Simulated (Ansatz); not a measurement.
A nudged elastic band was laid between two geometries of BrH₃OSSi₂ (8 atoms, charge 0, multiplicity 1).

The calculation used Ansatz 0.2.0, RKS B3LYP-D4/def2-SVP.

```json
{
  "movable images": "7",
  "climbing image": "yes",
  "spring": "5.0 eV/Å²",
  "optimiser": "quadratic models (default)",
  "start path": "through a guess of the saddle point",
  "force threshold": "0.03 eV/Å",
  "iteration limit": "60",
  "end points": "relaxed"
}
```

Initial state:

```xyz
8
Properties=species:S:1:pos:R:3
S -1.829 -0.478 1.646
Si -0.466 0.440 0.277
O 1.201 0.023 0.438
Si 0.870 -0.686 -1.082
Br 1.958 0.237 -2.797
H -2.051 0.649 2.365
H -0.698 1.906 0.242
H 1.107 -2.149 -1.144
```

Final state:

```xyz
8
Properties=species:S:1:pos:R:3
S -1.970 -0.934 1.229
Si -1.102 0.940 0.628
O 2.264 0.572 -0.233
Si 0.779 -0.167 -0.363
Br -0.068 0.064 -2.481
H -3.163 -0.450 1.660
H 2.294 1.531 -0.336
H 1.057 -1.613 -0.160
```

Problem. Which bonds break or form, and what moves?

Solution. Bonds broken: Si2–O3, Si2–H7. Bonds formed: O3–H7.

Problem. What energy profile does the band end with?

Solution. It converged. The highest image is number 2 of 0 to 8, 2.21 eV above the first end and 1.85 eV above the last; the last end lies 0.36 eV above the first. Neighbouring images differ by up to 1.7 eV, so the band resolves the path poorly. A vibrational analysis at the climbing image gives one clearly imaginary mode, 1380i cm⁻¹: a first-order saddle point. The orbitals stay closed-shell, which can raise the energy where a bond breaks towards radicals; this wasn't checked here.

```
image  path coordinate (Å)  energy (eV)  Si2–O3 (Å)  Si2–H7 (Å)  O3–H7 (Å)
    0                 0.00         0.00        1.73        1.48       2.68
    1                 0.91         0.54        1.81        1.45       2.25
    2                 1.82         2.21        2.29        1.60       1.44
    3                 2.51         0.94        2.61        2.25       0.98
    4                 3.21         0.61        3.02        2.86       0.97
    5                 3.91         0.47        3.30        3.31       0.97
    6                 4.61         0.41        3.37        3.44       0.97
    7                 5.30         0.38        3.43        3.52       0.97
    8                 6.00         0.36        3.49        3.58       0.97
```

Problem. What is the geometry of the highest image?

Solution. 
```xyz
8
Properties=species:S:1:pos:R:3
S -1.920 -0.694 1.463
Si -0.964 0.555 -0.004
O 1.305 0.585 0.273
Si 0.889 -0.472 -0.923
Br 1.546 0.020 -2.996
H -2.198 0.307 2.335
H 0.225 1.529 0.428
H 1.209 -1.886 -0.632
```

The band took 23 iterations and about 14 core-minutes.

The run took 7.3 min on 2 threads of Intel(R) Xeon(R) Platinum 8488C (Sapphire Rapids), on a shared host, peak memory 0.32 GiB.
